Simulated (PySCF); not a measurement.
# Ionisation energy of I²³⁺ by level of theory

I²³⁺ [Ar] 3d10 4s2 → I²⁴⁺ [Ar] 3d10 4s1 [4s1/2^1, M_J = 1/2], as a difference of total energies. Computed with PySCF 2.14 in an uncontracted even-tempered set (17 s from 1.7 bohr⁻², ratio 2.8; 13 p from 2.2 bohr⁻², ratio 2.8; 8 d from 3.8 bohr⁻², ratio 2.8; 4 f from 9.8 bohr⁻², ratio 3), with the two-component X2C-1e Hamiltonian. Correlated levels: [Ne] frozen; the 74 highest virtual spinors dropped. "Screened" scales the spin-orbit matrix elements by Boettger's factors to mimic the two-electron term; Breit and QED terms are absent.

```json
{"method": "GHF (spin-free)", "ionisation energy (eV)": "758.18"}
{"method": "GMP2 (spin-free)", "ionisation energy (eV)": "760.63"}
{"method": "GHF (screened spin-orbit)", "ionisation energy (eV)": "758.15"}
{"method": "GMP2 (screened spin-orbit)", "ionisation energy (eV)": "760.61"}
```

How much does correlation contribute at GMP2 (screened spin-orbit)?

760.61 − (758.15) = 2.46 eV, measured against GHF (screened spin-orbit).

Breit and QED terms and the two-electron picture change are absent.

For comparison: 762 ± 4 eV (theoretical estimate listed by NIST; NIST Atomic Spectra Database, ionization energies).
